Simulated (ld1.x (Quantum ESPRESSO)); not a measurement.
**Reading a pseudo-wave (Cs (Z = 55))**

Columns: radius, all-electron u(r) and pseudo u(r) of the 5p shell (level -13.69 eV) of caesium in the configuration [Kr] 4d10 5s2 5p6 5d1 6s0 6p0; PBE, scalar-relativistic, PAW scheme, ld1.x (Quantum ESPRESSO) 7.5.

| r (bohr) | all-electron | pseudo |
| --- | --- | --- |
| 0.220 | -0.2554 | -0.0095 |
| 0.440 | 0.2545 | -0.0373 |
| 0.660 | 0.3522 | -0.0807 |
| 0.880 | 0.0171 | -0.1357 |
| 1.100 | -0.3537 | -0.1975 |
| 1.320 | -0.6129 | -0.2604 |
| 1.540 | -0.7499 | -0.3192 |
| 1.760 | -0.7923 | -0.3690 |
| 1.980 | -0.7721 | -0.4059 |
| 2.200 | -0.7155 | -0.4276 |
| 2.420 | -0.6412 | -0.4332 |
| 2.640 | -0.5613 | -0.4233 |
| 2.860 | -0.4833 | -0.3999 |
| 3.080 | -0.4110 | -0.3662 |
| 3.300 | -0.3464 | -0.3257 |
| 3.520 | -0.2900 | -0.2823 |
| 3.740 | -0.2415 | -0.2395 |
| 3.960 | -0.2002 | -0.2000 |
| 4.180 | -0.1654 | -0.1654 |
| 4.400 | -0.1363 | -0.1363 |
| 4.620 | -0.1120 | -0.1120 |
| 4.840 | -0.0919 | -0.0919 |
| 5.060 | -0.0752 | -0.0752 |
| 5.280 | -0.0615 | -0.0615 |
| 5.500 | -0.0502 | -0.0502 |
| 5.720 | -0.0409 | -0.0409 |

(1) How many radial nodes do the two functions have?

(2) At about which radius was the pseudo-wave matched?

(3) Where does each function peak?

(4) Is the pseudo-wave norm-conserving?

## Answers

(1) The all-electron 5p function has n − l − 1 = 3 (the table is too coarse to show those close to the nucleus); the pseudo-wave has 0, since the states of the same l below it are removed with the core.

(2) 4.35 bohr. The columns agree to 0.0005 from 3.96 bohr on; several derivatives are matched, so the curves merge somewhat inside the radius.

(3) Outermost all-electron maximum near 1.76 bohr, pseudo maximum near 2.42 bohr (to the table’s step).

(4) No, it belongs to a PAW set: the norm inside the radius is not constrained, and the difference is carried by the augmentation charge.
